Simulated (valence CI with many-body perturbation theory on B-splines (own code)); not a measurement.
## Energy levels of Sr³³⁺

Computed by configuration interaction combined with many-body perturbation theory (CI+MBPT): three valence electrons over a frozen Dirac-Fock core [He], a basis of 11 s, 11 p, 10 d, 8 f, 5 g, 2 h functions for each j, with the one-electron correlation potential Σ1, the two-electron term Σ2, the three-electron term Σ3, Breit, model QED; selected CI, second order for the rest, scaled by the run's own slope (own B-spline code, finite nucleus).

No measured spectrum was set against this ion. As an estimate, large intervals hold to a few tenths of a per cent, small ones and those within an open d or f shell to about a per cent.

Levels 1 to 45 of 211, with energies above the lowest level, (2s^2 2p1/2) J=1/2. "Leading %" is the weight of the configuration and term that name the level; weights of strongly mixed levels are sums over their largest components and can fall short. In the jj column 3d3/2^4 stands for four electrons in 3d with j = 3/2.

```tsv
No.	Configuration	Term	J	E (× 10³ cm⁻¹)	Leading %	g	Leading jj
1	2s²2p	²P°	1/2	0.00	99	0.654	2s^2 2p1/2 (99 %)
2	2s²2p	²P°	3/2	623.30	98	1.325	2s^2 2p3/2 (98 %)
3	2s2p²	⁴P	1/2	762.65	78	2.448	2s 2p1/2^2 (86 %)
4	2s2p²	⁴P	3/2	1183.5	96	1.698	2s 2p1/2 2p3/2 (98 %)
5	2s2p²	⁴P	5/2	1340.5	65	1.450	2s 2p1/2 2p3/2 (90 %)
6	2s2p²	²D	3/2	1627.3	79	0.905	2s 2p1/2 2p3/2 (96 %)
7	2s2p²	²P	1/2	1690.6	74	1.108	2s 2p1/2 2p3/2 (84 %)
8	2s2p²	²D	5/2	1967.3	65	1.333	2s 2p3/2^2 (90 %)
9	2s2p²	²S	1/2	2353.4	71	1.753	2s 2p3/2^2 (94 %)
10	2s2p²	²P	3/2	2363.7	79	1.238	2s 2p3/2^2 (93 %)
11	2p³	⁴S°	3/2	2515.2	44	1.510	2p1/2^2 2p3/2 (93 %)
12	2p³	²D°	3/2	3003.4	53	1.339	2p1/2 2p3/2^2 (96 %)
13	2p³	²D°	5/2	3111.3	100	1.191	2p1/2 2p3/2^2 (100 %)
14	2p³	²P°	1/2	3323.4	99	0.654	2p1/2 2p3/2^2 (99 %)
15	2p³	²P°	3/2	3819.8	61	1.261	2p3/2^3 (97 %)
16	2s²3s	²S	1/2	19105	96	1.998	2s^2 3s (96 %)
17	2s²3p	²P°	1/2	19394	94	0.668	2s^2 3p1/2 (94 %)
18	2s²3p	²P°	3/2	19567	90	1.341	2s^2 3p3/2 (90 %)
19	2s2p3s	⁴P°	1/2	19672	91	2.486	2s 2p1/2 3s (97 %)
20	2s2p3s	⁴P°	3/2	19768	74	1.622	2s 2p1/2 3s (86 %)
21	2s²3d	²D	3/2	19821	95	0.798	2s^2 3d3/2 (95 %)
22	2s2p3s	²P°	1/2	19859	93	0.745	2s 2p1/2 3s (93 %)
23	2s²3d	²D	5/2	19876	96	1.197	2s^2 3d5/2 (96 %)
24	2s2p3p	⁴D	1/2	19919	74	0.228	2s 2p1/2 3p1/2 (99 %)
25	2s2p3p	⁴D	3/2	20005	56	1.189	2s 2p1/2 3p1/2 (90 %)
26	2s2p3p	⁴P	1/2	20135	61	2.149	2s 2p1/2 3p1/2 (92 %)
27	2s2p3p	⁴P	3/2	20151	28	1.437	2s 2p1/2 3p3/2 (97 %)
28	2s2p3p	²P	1/2	20222	49	1.157	2s 2p1/2 3p3/2 (87 %)
29	2s2p3p	⁴D	5/2	20232	66	1.371	2s 2p1/2 3p3/2 (89 %)
30	2s2p3p	²D	3/2	20265	52	1.234	2s 2p1/2 3p3/2 (93 %)
31	2s2p3s	⁴P°	5/2	20282	96	1.590	2s 2p3/2 3s (96 %)
32	2s2p3d	⁴F°	3/2	20327	79	0.520	2s 2p1/2 3d3/2 (98 %)
33	2s2p3s	²P°	3/2	20391	83	1.383	2s 2p3/2 3s (97 %)
34	2s2p3d	⁴F°	5/2	20395	71	1.085	2s 2p1/2 3d3/2 (56 %)
35	2s2p3d	⁴P°	5/2	20457	42	1.358	2s 2p1/2 3d5/2 (68 %)
36	2s2p3d	⁴D°	3/2	20484	47	1.302	2s 2p1/2 3d3/2 (68 %)
37	2s2p3d	⁴D°	1/2	20488	70	0.334	2s 2p1/2 3d3/2 (90 %)
38	2s2p3d	⁴F°	7/2	20502	55	1.267	2s 2p1/2 3d5/2 (91 %)
39	2s2p3d	²D°	3/2	20577	49	0.994	2s 2p1/2 3d5/2 (63 %)
40	2s2p3d	²F°	5/2	20590	64	1.026	2s 2p1/2 3d5/2 (83 %)
41	2s2p3p	⁴P	3/2	20608	50	1.607	2s 2p3/2 3p1/2 (98 %)
42	2s2p3p	²D	5/2	20629	39	1.376	2s 2p3/2 3p1/2 (95 %)
43	2s2p3s	²P°	1/2	20690	94	0.736	2s 2p3/2 3s (92 %)
44	2s2p3s	²P°	3/2	20708	87	1.344	2s 2p3/2 3s (90 %)
45	2s2p3p	⁴D	7/2	20725	100	1.422	2s 2p3/2 3p3/2 (100 %)
```

The ionisation energy to 2s² ¹S0 of the next ion comes out as 4233.8 eV (NIST: 4232 ± 3 eV (semi-empirical)). All 211 levels together are meant to be complete up to 27867 × 10³ cm⁻¹.
